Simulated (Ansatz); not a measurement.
System: CH$_{2}$BBr$_{2}$O, charge 0, multiplicity 2. It need not be the lowest isomer of its formula. 
Structure (B3LYP-D3(BJ)/def2-TZVP (Ansatz, an electronic-structure program) minimum search):
```
O
B 1 1.3447
C 1 1.3533 2 128.87
H 3 1.0758 1 114.99 2 180.00
H 3 1.0782 4 125.59 1 -180.00
Br 2 1.9191 1 117.53 3 -180.00
Br 2 1.9301 1 122.26 3 0.00
```
Charge 0, spin multiplicity 2.

Computed values are from Ansatz. Valence correlation only, unless marked. UHF or UKS for open shells. No spin-orbit coupling. The frozen core is the preceding noble-gas configuration, with the filled d and f shells of earlier blocks. Non-relativistic. CBS marks a two-point X^-3 extrapolation of the correlation energy; Hartree-Fock from the larger set.

Question: What is the total energy at CCSD(T)/CBS(cc-pVTZ,cc-pVQZ)?

Answer: -5284.6263 Eh.

Question: What is the atomisation energy De at CCSD(T)/CBS(cc-pVTZ,cc-pVQZ)?

Answer: 604.3 kcal/mol.

Question: What is the dipole moment at CCSD(T)/aug-cc-pVDZ?

Answer: 1.74 D.

Question: What is the T1 diagnostic at CCSD/cc-pVQZ?

Answer: 0.016.
